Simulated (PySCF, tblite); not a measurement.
Species: C4H6F2O2Si.
Bonds: C1–O2, O2–Si3, Si3–C4, C4–C5, C5–O6 (double), C4–C7 (double), C7–F8, C7–F9. Hydrogens: H10, H11, H12 on C1; H13, H14 on Si3; H15 on C5.

Jobs on this species (15 atoms, 78 electrons) with PySCF (density fitting) and tblite. Hardware of each: Arm Neoverse N1, one thread, on a shared host. Other jobs ran on the host; a repeat could differ by tens of per cent or more.

| level and settings | work | basis functions | SCF cycles | wall time |
| --- | --- | --- | --- | --- |
| GFN2-xTB | Hessian by finite differences | – | – | 0.87 s |
| PBE0/pcSseg-1 | shieldings, charges and field gradients | 190 | ? | ? |
| CAM-B3LYP/def2-SVPD | 8 singlets by full TDDFT, 3 Tamm–Dancoff triplets, polarisability, density and orbital grids written | 244 | ? | ? |
| GFN2-xTB | L-BFGS relaxation | – | – | 1.1 s |

**Question.** Fill in the missing figures.

**Answer.** 
- PBE0/pcSseg-1; shieldings, charges and field gradients: 51 s, 15 SCF cycles
- CAM-B3LYP/def2-SVPD; 8 singlets by full TDDFT, 3 Tamm–Dancoff triplets, polarisability, density and orbital grids written: 2.2 min, 15 SCF cycles

**Question.** What do all jobs in the table cost together?

**Answer.** About 3.1 min; the longest takes about 71 % of that, and about 150 times as long as the shortest.
